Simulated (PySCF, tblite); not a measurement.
C₄H₅ClF₄O₂S.
Structure used (GFN2-xTB), in Å, numbered top down from 1:
```
atom  x, y, z in Å
C1    -0.660    1.462   -0.783
C2    -0.602    0.438    0.320
F3    -1.484    0.757    1.317
C4     0.740    0.163    0.973
C5     1.795   -0.511    0.103
F6     1.614   -1.824   -0.009
F7     3.006   -0.344    0.661
F8     1.881   -0.001   -1.128
S9    -1.381   -1.086   -0.416
O10   -2.760   -0.819   -0.631
O11   -0.593   -1.552   -1.504
Cl12  -1.249   -2.424    1.093
H13   -0.207    2.402   -0.472
H14   -1.705    1.637   -1.033
H15   -0.148    1.086   -1.664
H16    0.583   -0.483    1.844
H17    1.163    1.112    1.322
```

Method: PBE0/pcSseg-1 in PySCF (dipole) on a GFN2-xTB geometry, gas phase.

Take the most abundant isotopes and a rigid rotor. The values belong to one conformer with, in the numbering `[CH3:1][C@:2]([F:3])([CH2:4][C:5]([F:6])([F:7])[F:8])[S:9](=[O:10])(=[O:11])[Cl:12]`, C1–C2–C4–C5 -68°, C1–C2–S9–O10 -67°.

Problem. What are A, B and C (MHz)?

Solution. Ia = 472.63, Ib = 818.42, Ic = 932.16 u·Å²; 505379 MHz·u·Å²/I gives A = 1069, B = 617.5, C = 542.2 MHz.

Problem. What kind of rotor is it?

Solution. An asymmetric top. Ray's parameter κ = (2B − A − C)/(A − C) = -0.714; −1 is the prolate and +1 the oblate limit.

Problem. Is it planar, by Δ = Ic − Ia − Ib?

Solution. Not planar: Δ = Ic − Ia − Ib = -358.89 u·Å². For a rigid frame Δ = −2 Σ m c², so Σ m c² = 179.45 u·Å² lies off the ab plane: 7.89 from hydrogen and 171.55 from heavier atoms. The atom farthest from that plane is 1.78 Å away.

Problem. Predict some low-J microwave lines.

Solution. The dipole components are |μa| = 1.91 D, |μb| = 2.40 D, |μc| = 2.35 D. Intensities carry the squares of the components, which stand as 0.63 : 1.00 : 0.96 (a : b : c). Some lines, for components of 0.1 D or more:

| type | branch | J(Ka,Kc) | MHz | lower level (cm⁻¹) |
| --- | --- | --- | --- | --- |
| c | Q | 1(1,1) ← 1(0,1) | 452 | 0.039 |
| b | Q | 3(1,2) ← 3(0,3) | 752 | 0.231 |
| c | Q | 4(2,3) ← 4(1,3) | 1110 | 0.415 |
| b | Q | 3(2,1) ← 3(1,2) | 1291 | 0.256 |
| c | R | 1(1,0) ← 0(0,0) | 1687 | 0.000 |
| a | R | 2(1,1) ← 1(1,0) | 2395 | 0.056 |
| b | Q | 4(3,2) ← 4(2,3) | 2475 | 0.452 |
| a | R | 3(1,2) ← 2(1,1) | 3586 | 0.136 |
| b | R | 2(2,1) ← 1(1,0) | 3750 | 0.056 |
| c | R | 2(2,1) ← 1(1,1) | 3825 | 0.054 |
| b | R | 2(2,0) ← 1(1,1) | 3834 | 0.054 |
| a | R | 4(3,1) ← 3(3,0) | 4658 | 0.379 |
| b | R | 3(2,1) ← 2(1,2) | 5103 | 0.129 |
| b | R | 3(3,0) ← 2(2,1) | 5932 | 0.181 |
| c | R | 4(2,3) ← 3(1,3) | 6331 | 0.241 |
| b | R | 4(3,2) ← 3(2,1) | 7064 | 0.299 |
| b | R | 4(4,1) ← 3(3,0) | 8066 | 0.379 |
| c | R | 4(4,1) ← 3(3,1) | 8066 | 0.379 |

Problem. Estimate the classical rotational partition function at 25 K, 200 K and 298.15 K.

Solution. Point group C1, symmetry number σ = 1; q = (√π/σ)·√((kT/h)³/(ABC)), k/h = 20836.6 MHz/K: 35200 at 25 K, 797000 at 200 K, 1450000 at 298.15 K.

Its GFN2-xTB frequencies are all real (lowest 39 cm⁻¹). Constants of a rigid frame at the computed geometry: no zero-point averaging, no centrifugal distortion. A rigid rotor knows nothing of internal rotation, which can split or shift real lines. Quadrupole hyperfine structure (35Cl) is left out.
